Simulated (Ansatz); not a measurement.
Start from `B[SiH](F)Cl` and change one atom or group to get `F[SiH](Cl)[S][GeH3]`.

Ansatz, PBE0-D4/def2-TZVP geometries, multiplicity 1. Each molecule was computed in one conformer, which needn't be the lowest.

Scalar relativity is left out up to krypton.

```csv
property,`B[SiH](F)Cl`
HOMO energy (PBE0/def2-TZVPP) / eV,-8.51
LUMO energy (PBE0/def2-TZVPP) / eV,-2.90
LUMO energy (B3LYP/def2-TZVPP) / eV,-3.09
size of the dipole moment (B3LYP/def2-TZVPP) / D,1.66
zero-point energy (PBE0-D4/def2-TZVP) / kJ/mol,88.0
"ideal-gas entropy at 298 K and 1 bar (rigid rotor, harmonic PBE0-D4/def2-TZVP) / J/(mol·K)",323
```

Q: Give the same properties after the change, and the shifts. (Best estimate.)

A: The calculation gave: 
```csv
property,`F[SiH](Cl)[S][GeH3]`,shift
HOMO energy (PBE0/def2-TZVPP) / eV,-7.88,0.63
LUMO energy (PBE0/def2-TZVPP) / eV,-0.56,2.34
LUMO energy (B3LYP/def2-TZVPP) / eV,-0.81,2.28
size of the dipole moment (B3LYP/def2-TZVPP) / D,2.44,0.78
zero-point energy (PBE0-D4/def2-TZVP) / kJ/mol,104.7,16.7
"ideal-gas entropy at 298 K and 1 bar (rigid rotor, harmonic PBE0-D4/def2-TZVP) / J/(mol·K)",391,68
```

With PBE0 the HOMO rises by 0.63 eV and the LUMO rises by 2.34 eV, so the gap widens by about 1.71 eV. PBE moves the HOMO by 0.57 eV and ωB97M-V by 0.64 eV. The zero-point energy changes by 16.7 kJ/mol with +6 modes. Dipoles are sizes alone; their direction can turn. Modes under 60 cm⁻¹, often nearly free rotors, make the harmonic entropy too high.

B3LYP here is the variant with VWN-RPA as its local correlation; programs differ in this.
